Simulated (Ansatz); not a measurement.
Stretching the B1–Br4 bond in BBrH2 (SMILES BBr) (multiplicity 1 held, fragments rigid). Energies count from the point at 1.903 Å.
Geometry at that point (charge 0, multiplicity 1):
| atom | x (Å) | y (Å) | z (Å) |
|---|---|---|---|
| B | -0.8490 | -1.2912 | 0.2112 |
| H | -0.4717 | -2.0737 | 1.0149 |
| H | -1.8265 | -1.4215 | -0.4431 |
| Br | 0.1869 | 0.2843 | -0.0465 |

R- and RO- levels are restricted; in cc, def2 and unpolarised 6-31G sets they are followed outwards from rest. U- levels take the lowest unrestricted solution at each point, which mixes spins at long bonds. Levels need not reach the same state.

Programs: Ansatz (Gaussian basis) for Hartree–Fock, density functionals and correlated methods. 

Problem. One of these levels gives 4.645 eV for the energy at R = 6.090 Å. Name it.
A. R-wB97X-V/cc-pVTZ
B. U-HF/cc-pVTZ
C. R-PBE/cc-pVTZ
D. U-B3LYP/cc-pVTZ

Solution. D, U-B3LYP/cc-pVTZ. The others give 3.528 (U-HF/cc-pVTZ), 5.383 (R-PBE/cc-pVTZ), 7.128 (R-wB97X-V/cc-pVTZ)

Doubts at one or more of the structures used: a spin-contaminated determinant (U-HF/cc-pVTZ, U-B3LYP/cc-pVTZ); a restricted determinant that unrestricted orbitals would lower (R-PBE/cc-pVTZ, R-wB97X-V/cc-pVTZ).

Ansatz is a first-principles code.
